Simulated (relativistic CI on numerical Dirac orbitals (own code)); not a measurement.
# Line list: Electric-dipole lines, Yb⁴⁺

These numbers are calculated, not measured: Dirac-Coulomb-Breit CI, separate exchange-only KLI orbitals for each configuration, a model potential for QED, valence Slater integrals scaled by 0.85, P86 correlation energy added to each configuration (own radial code, finite nucleus).

Configurations in the expansion (outside the closed core [Kr] 4d10): 4f¹²5s²5p⁶, 4f¹¹5s²5p⁶5d, 4f¹³5s²5p⁵, 4f¹²5s²5p⁵5d, 4f¹¹5s²5p⁶6s, 4f¹¹5s²5p⁶6p, 4f¹²5s²5p⁵5g, 4f¹²5s²5p⁵6s, 4f¹²5s5p⁶5d, 4f¹¹5s²5p⁶6d, 4f¹¹5s²5p⁶7s, 4f¹¹5s²5p⁶7p, 4f¹¹5s²5p⁶5g, 4f¹¹5s²5p⁶7d, 4f¹²5s5p⁶5f, 4f¹¹5s²5p⁶8s, 4f¹³5s5p⁶, 4f¹¹5s²5p⁶6g, 4f¹²5s²5p⁵7s, 4f¹⁴5p⁶, 4f¹⁴5p⁵5d, 4f¹⁴5p⁵5g. Double excitations out of closed p, d and f shells are left out; levels of such configurations are missing from the list, as are those of other unlisted configurations, and high levels can miss mixing partners.

| λ vac (Å) | Lower | Upper | A (s⁻¹) | log gf | S velocity/length |
| --- | --- | --- | --- | --- | --- |
| 598.56 | 4f¹²5s²5p⁶ ³H6 [1] | 4f¹¹5s²5p⁶5d ³I°6 [159] | 1.43e+08 | -1.00 | 0.21 |
| 604.05 | 4f¹²5s²5p⁶ ³F4 [2] | 4f¹¹5s²5p⁶5d ³D°3 [186] | 2.42e+08 | -1.03 | 0.21 |
| 605.93 | 4f¹²5s²5p⁶ ³F4 [2] | 4f¹¹5s²5p⁶5d ³I°5 [183] | 1.18e+08 | -1.14 | 0.22 |
| 609.20 | 4f¹²5s²5p⁶ ³H5 [3] | 4f¹¹5s²5p⁶5d ³G°4 [201] | 2.28e+08 | -0.94 | 0.20 |
| 609.95 | 4f¹²5s²5p⁶ ³H4 [4] | 4f¹¹5s²5p⁶5d ³G°3 [235] | 2.76e+08 | -0.97 | 0.23 |
| 612.38 | 4f¹²5s²5p⁶ ¹G4 [7] | 4f¹¹5s²5p⁶5d ³I°5 [292] | 2.94e+08 | -0.74 | 0.20 |
| 613.08 | 4f¹²5s²5p⁶ ¹G4 [7] | 4f¹¹5s²5p⁶5d ⁵F°5 [289] | 1.67e+08 | -0.98 | 0.21 |
| 614.56 | 4f¹²5s²5p⁶ ³F4 [2] | 4f¹¹5s²5p⁶5d ³I°5 [169] | 1.57e+08 | -1.01 | 0.21 |
| 615.32 | 4f¹²5s²5p⁶ ³H6 [1] | 4f¹¹5s²5p⁶5d ⁵I°6 [129] | 1.00e+08 | -1.13 | 0.24 |
| 616.51 | 4f¹²5s²5p⁶ ¹G4 [7] | 4f¹¹5s²5p⁶5d ¹F°3 [285] | 5.79e+08 | -0.64 | 0.23 |
| 618.74 | 4f¹²5s²5p⁶ ³H5 [3] | 4f¹¹5s²5p⁶5d ³I°5 [183] | 1.61e+08 | -0.99 | 0.25 |
| 619.47 | 4f¹²5s²5p⁶ ³H6 [1] | 4f¹¹5s²5p⁶5d ³H°6 [122] | 1.94e+08 | -0.84 | 0.26 |
| 623.27 | 4f¹²5s²5p⁶ ³H6 [1] | 4f¹¹5s²5p⁶5d ³H°6 [114] | 1.62e+08 | -0.91 | 0.27 |
| 625.76 | 4f¹²5s²5p⁶ ³F4 [2] | 4f¹¹5s²5p⁶5d ⁵G°3 [149] | 1.70e+08 | -1.16 | 0.24 |
| 626.03 | 4f¹²5s²5p⁶ ³F4 [2] | 4f¹¹5s²5p⁶5d ³D°3 [148] | 3.29e+08 | -0.87 | 0.27 |
| 626.06 | 4f¹²5s²5p⁶ ³H6 [1] | 4f¹¹5s²5p⁶5d ³I°7 [108] | 7.32e+07 | -1.19 | 0.20 |
| 629.67 | 4f¹²5s²5p⁶ ¹I6 [9] | 4f¹¹5s²5p⁶5d ¹I°6 [343] | 7.64e+08 | -0.23 | 0.29 |
| 631.44 | 4f¹²5s²5p⁶ ³H4 [4] | 4f¹¹5s²5p⁶5d ³F°4 [193] | 1.87e+08 | -1.00 | 0.27 |
| 631.74 | 4f¹²5s²5p⁶ ³H6 [1] | 4f¹¹5s²5p⁶5d ³H°6 [103] | 1.78e+08 | -0.86 | 0.25 |
| 634.08 | 4f¹²5s²5p⁶ ¹I6 [9] | 4f¹¹5s²5p⁶5d ¹I°6 [337] | 4.08e+08 | -0.50 | 0.34 |
| 638.97 | 4f¹²5s²5p⁶ ³F4 [2] | 4f¹¹5s²5p⁶5d ⁵G°3 [130] | 1.78e+08 | -1.12 | 0.24 |
| 642.41 | 4f¹²5s²5p⁶ ³H6 [1] | 4f¹¹5s²5p⁶5d ³H°6 [91] | 7.87e+07 | -1.20 | 0.25 |
| 642.49 | 4f¹²5s²5p⁶ ¹I6 [9] | 4f¹¹5s²5p⁶5d ¹K°7 [328] | 5.19e+08 | -0.32 | 0.27 |
| 647.06 | 4f¹²5s²5p⁶ ³H5 [3] | 4f¹¹5s²5p⁶5d ¹I°6 [135] | 1.01e+08 | -1.09 | 0.24 |
| 648.65 | 4f¹²5s²5p⁶ ³H5 [3] | 4f¹¹5s²5p⁶5d ³H°5 [134] | 3.37e+08 | -0.63 | 0.29 |
| 654.56 | 4f¹²5s²5p⁶ ³F4 [2] | 4f¹¹5s²5p⁶5d ³F°4 [104] | 1.25e+08 | -1.14 | 0.25 |
| 675.64 | 4f¹²5s²5p⁶ ³H6 [1] | 4f¹¹5s²5p⁶5d ³H°6 [58] | 8.06e+07 | -1.14 | 0.33 |
| 683.28 | 4f¹²5s²5p⁶ ³H6 [1] | 4f¹¹5s²5p⁶5d ³H°6 [52] | 8.65e+07 | -1.10 | 0.36 |
| 711.43 | 4f¹²5s²5p⁶ ³H6 [1] | 4f¹¹5s²5p⁶5d ³H°6 [38] | 6.22e+07 | -1.21 | 0.41 |
| 715.61 | 4f¹²5s²5p⁶ ³H6 [1] | 4f¹¹5s²5p⁶5d ⁵L°6 [35] | 6.04e+07 | -1.22 | 0.43 |

Terms are leading LS components. Brackets give the number of a level in order of energy, since labels repeat. The list gives strong lines, with weight on those to low levels, among the lowest 400 of 5458 levels, so that lines to higher ones, which can be the strongest, are missing. Levels whose partners in the same complex of configurations lie outside the list can be far off, and so can their lines. Rates are taken at the computed energies, electric ones in the length gauge. A velocity-to-length ratio far from 1 marks an uncertain rate.

At this charge configurations can still be misplaced by up to about 7 % of their energy. Levels and lines within the n = 5 or 6 shells can be off by up to 10 % or somewhat more, and those that change n by about 2 %, since core polarisation is missing. 8 of the 11 excited levels that our extract of the measured tables holds in this range could be paired (the sources list more); they are missed by 779 cm⁻¹ on average and 1764 at most, and levels without a partner can miss by more. Some levels of the ground configuration have no partner and can miss by 10 % or more. Levels that differ in their count of f electrons can be misplaced by several ten thousand cm⁻¹, since the correlation energy of f electrons is missing or only estimated; rates across such gaps can be off by orders of magnitude.

LS names give the leading component of a level, which can be under half, so a name can repeat, a term be missing and a line seem to break the LS rules.
